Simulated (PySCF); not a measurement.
# Exercise with solution: oscillator strength and radiative lifetime

C₂H₁₃NSi₃, SMILES C[SiH](C)N[SiH2][SiH3].

Geometry: B3LYP-D3(BJ)/def2-SVP. This is a generated structure with no PubChem entry under its InChIKey; it may be hypothetical. Other conformers were not sampled.

TDA-B3LYP/def2-SVPD run with PySCF 2.14.0 puts the first singlet state with f over 0.02 at 6.33 eV (vertical), with the transition dipole (-0.037, 0.027, -0.386) in atomic units.

### Question
Find the oscillator strength, the wavelength and the radiative lifetime that this transition would have in vacuum if emission retraced absorption.

### Answer

|μ|² = 0.1511 au, so |μ| = 0.99 D. ΔE = 6.33/27.211 = 0.2326 hartree. f = (2/3) ΔE |μ|² = 0.023 (the program prints 0.023).
λ = 1239.84/6.33 = 196 nm; ν = 51055 cm⁻¹.
Einstein's coefficient A = 0.6670 ν² f s⁻¹ (ν in cm⁻¹) = 4.1e7 s⁻¹, so τ = 1/A = 25 ns. This state is S3; the lower singlets have f = 0.005, 0.004. The figure is the radiative limit of this one transition; relaxation, internal conversion, crossing to triplets and a medium change what is measured.
